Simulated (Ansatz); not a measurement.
Job for Ansatz (a quantum-chemistry and plane-wave program): R-CCSD(T)/cc-pV(T+d)Z on CH6SSi (SMILES C[SiH2]S), a point of a torsion scan. Files ending in .json are basis or fitting sets from the Basis Set Exchange.

Ansatz 0.2 input:
```yaml
crystal:
  periodic: [false, false, false]
  atoms:
    - {symbol: C, position_ang: [-1.03295126, 0.56591242, 0.09842161]}
    - {symbol: Si, position_ang: [0.23894748, -0.82559323, -0.09043224]}
    - {symbol: S, position_ang: [2.14974198, -0.17111716, 0.66815221]}
    - {symbol: H, position_ang: [-2.01357941, 0.23694805, -0.23148366]}
    - {symbol: H, position_ang: [-0.76391076, 1.43996063, -0.49032908]}
    - {symbol: H, position_ang: [-1.11955002, 0.88295622, 1.13481310]}
    - {symbol: H, position_ang: [-0.05906453, -1.97972714, 0.74341060]}
    - {symbol: H, position_ang: [0.43363864, -1.18116243, -1.49373434]}
    - {symbol: H, position_ang: [2.30109950, 0.85286341, -0.15813729]}
basis:
  gaussian:
    orbitals: cc-pV_T+d_Z.json
magnetization: {spin_polarized: false}
correlation: {method: ccsd_t, electrons: outside_noble_gas}
scf: {lower_state_search: off}
```

What total energy does the run end on?

-728.4722 hartree (reference determinant -727.9140, T1 diagnostic 0.010).

How many basis functions does it have, and what does it roughly cost on one machine?

192 functions; around 30 core-seconds (rough).
